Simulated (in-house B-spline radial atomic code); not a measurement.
Radial electron density of Nb²⁺, [Kr] 4d3. Level of theory: scalar-relativistic (X2C) Hartree-Fock, spin-polarised, averaged over the determinants with the given up and down occupations, Fermi nucleus of rms radius 4.324 fm; calculated with a radial B-spline atomic code at the basis-set limit.

One-electron X2C: radii and densities carry no picture-change correction, so inner-shell <1/r> comes out high (for 1s by about 2 % at Z = 33, 5 % at 54, 10 % at 75, 30 % at 118) and <r> low.

Columns: r (bohr), 4πr²n(r) (electrons per bohr), bar.

```
 0.00134    1.711 #
 0.00164     2.39 ##
   0.002    3.306 ##
 0.00245    4.577 ###
   0.003    6.287 ####
 0.00367    8.546 ######
 0.00449    11.49 ########
 0.00549    15.22 ###########
 0.00672    19.85 ##############
 0.00822    25.33 ##################
  0.0101    31.66 ######################
  0.0123       38 ##########################
  0.0151    44.23 ###############################
  0.0184       49 ##################################
  0.0226     51.7 ####################################
  0.0276    51.53 ####################################
  0.0338    48.84 ##################################
  0.0413    45.23 ###############################
  0.0505    43.29 ##############################
  0.0618    45.51 ###############################
  0.0757    52.28 ####################################
  0.0926    60.22 ##########################################
   0.113    63.69 ############################################
   0.139    58.67 #########################################
    0.17    47.92 #################################
   0.208    39.66 ###########################
   0.254    40.15 ############################
   0.311    46.17 ################################
    0.38    47.47 #################################
   0.465    38.41 ###########################
   0.569       24 #################
   0.696    13.53 #########
   0.852    10.26 #######
    1.04    10.35 #######
    1.28    9.251 ######
    1.56    6.465 ####
    1.91    3.514 ##
    2.34    1.566 #
    2.86   0.6034 
     3.5    0.193 
    4.28  0.04692 
    5.24 0.007483 
    6.41 0.000696
```

On this grid the curve has 4 maxima, near 0.0226, 0.113, 0.38, 1.04 bohr.

The 4d up radial function P(r) = rR(r), positive near the nucleus:

```tsv
r (bohr)	P
0.0151	0.001248
0.0226	0.003701
0.0338	0.01051
0.0505	0.02796
0.0757	0.06835
0.113	0.1451
0.17	0.258
0.254	0.343
0.38	0.2777
0.569	-0.02684
0.852	-0.4717
1.28	-0.7652
1.91	-0.7033
2.86	-0.4001
4.28	-0.1236
6.41	-0.01522
```
